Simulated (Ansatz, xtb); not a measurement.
Relative energy of two isomers of C2H11AlGeSi

We compare I, `[CH3][Al]([GeH3])[CH2][SiH3]`, a singlet, with II, `[CH3][AlH][C@@H]([SiH3])[GeH3]`, a singlet. Both are isolated molecules in the gas phase, relaxed with r2SCAN-D4/def2-SVP; the shapes shown needn't be the lowest conformers.

I (Å):

```yaml
atoms:
  - { symbol: C, position_ang: [-1.2298, -1.7116, -1.1294] }
  - { symbol: C, position_ang: [-0.5023, 0.1157, 1.6474] }
  - { symbol: Al, position_ang: [-0.2221, -0.2840, -0.2508] }
  - { symbol: Ge, position_ang: [1.3464, 1.1298, -1.5417] }
  - { symbol: Si, position_ang: [-1.9072, 1.3253, 1.9482] }
  - { symbol: H, position_ang: [-0.6586, -2.2204, -1.9240] }
  - { symbol: H, position_ang: [-1.5978, -2.4769, -0.4257] }
  - { symbol: H, position_ang: [-2.1211, -1.2800, -1.6233] }
  - { symbol: H, position_ang: [1.7521, 2.4329, -0.8231] }
  - { symbol: H, position_ang: [2.6706, 0.3911, -1.8412] }
  - { symbol: H, position_ang: [0.7998, 1.5489, -2.9228] }
  - { symbol: H, position_ang: [0.4110, 0.5553, 2.0891] }
  - { symbol: H, position_ang: [-0.7347, -0.8124, 2.2026] }
  - { symbol: H, position_ang: [-2.1005, 1.6474, 3.3968] }
  - { symbol: H, position_ang: [-3.1955, 0.7656, 1.4268] }
  - { symbol: H, position_ang: [-1.6538, 2.6112, 1.2226] }
```

II (Å):

| atom | x (Å) | y (Å) | z (Å) |
| --- | --- | --- | --- |
| C | 0.4740 | -1.6875 | 2.8058 |
| C | 0.5756 | -0.0652 | -0.1667 |
| Al | 1.4005 | -1.2769 | 1.1364 |
| Ge | 0.5580 | 1.7603 | 0.5633 |
| Si | -1.1455 | -0.5894 | -0.6938 |
| H | -0.1799 | -0.8673 | 3.1471 |
| H | 1.1596 | -1.9460 | 3.6295 |
| H | -0.1846 | -2.5652 | 2.6635 |
| H | 2.8210 | -1.9067 | 0.7871 |
| H | 1.2233 | -0.0374 | -1.0645 |
| H | -2.0505 | -0.6578 | 0.4963 |
| H | -1.1215 | -1.9500 | -1.3235 |
| H | -1.7616 | 0.3534 | -1.6820 |
| H | 0.3207 | 2.7947 | -0.5501 |
| H | -0.5521 | 1.8904 | 1.6199 |
| H | 1.9052 | 2.0836 | 1.2453 |

**Question.** Which of the two would you expect CCSD(T)/def2-SVP + ΔMP2/def2-TZVPP electronic energies to favour?

**Answer.** Structure I; the calculation gives E(II) − E(I) = +0.266 eV.

The same difference at several levels:

```tsv
level	geometry	E(II) − E(I) (eV)	departure from the last row (eV)	job, with rough time for the two
GFN2-xTB	GFN2-xTB	+0.040	−0.226	optimisation, 1.9 s
HF/STO-3G	GFN2-xTB	+0.611	+0.345	single point, 2.9 s
r2SCAN-D4/def2-SVP//GFN2-xTB	GFN2-xTB	+0.350	+0.084	single point, 13 s
r2SCAN-D4/def2-SVP	r2SCAN-D4/def2-SVP	+0.358	+0.092	optimisation, 8.2 min
HF/def2-SVP	r2SCAN-D4/def2-SVP	+0.279	+0.013	part of the CCSD(T) run
MP2/def2-SVP	r2SCAN-D4/def2-SVP	+0.200	−0.066	part of the CCSD(T) run
CCSD(T)/def2-SVP	r2SCAN-D4/def2-SVP	+0.259	−0.007	single point
CCSD(T)/def2-SVP + ΔMP2/def2-TZVPP	r2SCAN-D4/def2-SVP	+0.266		single point, 3.7 min
```

As drawn, II has 1 C–Ge, 1 Al–H in place of 1 Al–Ge, 1 C–H.

None of the levels shown reverses the order. The largest departure from CCSD(T)/def2-SVP + ΔMP2/def2-TZVPP is that of HF/STO-3G, 0.345 eV. No reliable frequencies are at hand for II, so it isn't confirmed as a minimum. The last row adds to CCSD(T) the change of the MP2 difference between the two basis sets, here +0.007 eV.

The correlated steps freeze 21 core orbitals; the filled d shell of Ge is correlated, in a basis made for valence electrons. Codes used: Ansatz 0.2.0, xtb 6.7.1; the last row on 2 threads of Intel(R) Xeon(R) Processor @ 2.50GHz (Skylake/Cascade Lake) on a shared host.
